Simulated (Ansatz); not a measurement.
Coupled-cluster diagnostics for the cluster Al₂P₂⁺, Ansatz.

Geometry of the doublet (B3LYP-D4/def2-TZVP):

| atom | x (Å) | y (Å) | z (Å) |
| --- | --- | --- | --- |
| Al1 | -0.776 | -0.506 | -0.792 |
| Al2 | 0.776 | 0.506 | 0.792 |
| P3 | -1.023 | -0.756 | 1.486 |
| P4 | 1.022 | 0.757 | -1.486 |

Correlated methods freeze 20 core orbitals. Another isomer (doublet) lies 1.06 eV lower at PBE0-D4/def2-TZVP; other spin states weren't run for this one.

Problem. Estimate the CCSD(T) correlation energy, the shares of MP2 and (T), T1 and the reference's ⟨S²⟩ for: charge 1, doublet, own geometry in def2-TZVPP; and the rough time on 4 threads of Arm Neoverse V1 on a shared host.

Solution. 
```json
{"state": "charge 1, doublet, own geometry", "basis": "def2-TZVPP", "correlation (eV)": "-12.021", "MP2 share (%)": "84.4", "(T) share (%)": "7.4", "T1": "0.040", "⟨S²⟩ (pure)": "0.97 (0.75)", "wall time": "31 s", "remarks": "spin-contaminated (⟨S²⟩ 0.97)"}
```
Customary marks for T1 are 0.02 (closed shells), 0.045 (open shells) and about 0.05 (3d metals). T1 exceeds 0.02 in 1 of 1 rows and 0.045 in 0; the higher it lies, the less the single-reference result can be trusted.
